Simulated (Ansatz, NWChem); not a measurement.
**How basis sets differ on TlBr (SMILES [Br][Tl])**

The species is TlBr (2 atoms), meant as a singlet with charge 0. SMILES: `[Br][Tl]`. The bond length is the measured one.

```xyz
2

Br    0.0000    0.0000    0.0000
Tl    0.0000    0.0000    2.6182
```

Quantity: the dipole moment, in D. The values are calculated.

```json
{"level": "PBE0/def2-SVP (core potential)", "kind": "global hybrid", "program": "Ansatz", "value (D)": "4.09"}
{"level": "PBE0/def2-SVPD (core potential)", "kind": "global hybrid", "program": "NWChem", "value (D)": "4.46"}
{"level": "PBE0/def2-TZVP (core potential)", "kind": "global hybrid", "program": "Ansatz", "value (D)": "4.40"}
{"level": "PBE0/def2-TZVPPD (core potential)", "kind": "global hybrid", "program": "NWChem", "value (D)": "4.44"}
```

The values span 4.09 to 4.46 D.
